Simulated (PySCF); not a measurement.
GeH2, SMILES [GeH2] (connectivity only; charge and spin as stated), neutral, multiplicity 1. Atoms are numbered in the order given.

```xyz
3

Ge     0.0000     0.0000     0.0659
H      0.0000    -1.1340    -1.0542
H      0.0000     1.1340    -1.0542
```
Charge 0, spin multiplicity 1.

Coordinates come from a PBE0-D3(BJ)/def2-TZVPD optimisation. The isomer is the one that the SMILES or the coordinates give; other isomers of the formula were not compared.

Computed with PBE0-D3(BJ)/def2-TZVPD in PySCF.

Frequencies are harmonic and unscaled.

```csv
mode,ν (cm⁻¹),IR (km/mol),Raman (Å⁴/amu),depolarisation,moving atoms (share of kinetic energy)
1,934,60.7,5.6,0.36,H 99 %
2,1926,306.2,285.1,0.11,H 99 %
3,1935,352.4,169.8,0.75,H 99 %
```
